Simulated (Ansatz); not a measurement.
C₄H₅ (SMILES [CH]=CC=C), doublet (typed; the unrestricted solution is spin-contaminated), at a GFN2-xTB geometry. Base run: MP2/cc-pVDZ in Ansatz (an electronic-structure program).

Here is a job for Ansatz.
Ansatz 0.2 input:
```yaml
crystal:
  periodic: [false, false, false]
  atoms:
    - {symbol: C, position_ang: [-1.45006822, -1.07167082, -0.63158736]}
    - {symbol: C, position_ang: [-0.25920185, -0.56808578, -0.50436756]}
    - {symbol: C, position_ang: [0.13180099, 0.47529935, 0.45030056]}
    - {symbol: C, position_ang: [1.36582743, 0.95156397, 0.53475037]}
    - {symbol: H, position_ang: [-2.41592108, -0.96137587, -0.19544851]}
    - {symbol: H, position_ang: [0.55153888, -0.91673113, -1.13669287]}
    - {symbol: H, position_ang: [-0.65429776, 0.84357236, 1.09483111]}
    - {symbol: H, position_ang: [2.15903411, 0.59378581, -0.10123445]}
    - {symbol: H, position_ang: [1.62949575, 1.71810851, 1.24396860]}
basis:
  gaussian:
    orbitals: cc-pVDZ
magnetization: {spin_polarized: true, initial_magnetization: 1}
correlation: {method: mp2}
```

Each row names what was changed in the base input (with any setting that the change needs).

| change | ΔE vs base (kcal/mol) | MP2 correlation (Eh) | basis functions | core-seconds (rough) |
|---|---|---|---|---|
| base | 0.000 | -0.47071 | 81 | 5 |
| accuracy = high | -0.002 | -0.47071 | 81 | 9 |
| reference functional = pbe0 | -21.15 | - | 81 | 6 |
| method = ccsd_t | -53.29 | -0.47071 | 81 | 30 |
| method = bccd | -40.90 | -0.47071 | 81 | 40 |
| electrons = outside_noble_gas | 0.000 | -0.47071 | 81 | 6 |
| electrons = all | -6.19 | -0.48058 | 81 | 6 |
| fitting = cc-pVTZ-JKFIT (mean field), cc-pVTZ-RIFIT (correlation) | 0.048 | -0.47068 | 81 | 6 |
| method = ccsd | -40.61 | -0.47071 | 81 | 30 |
| lower_state_search = off | 0.000 | -0.47071 | 81 | 2 |
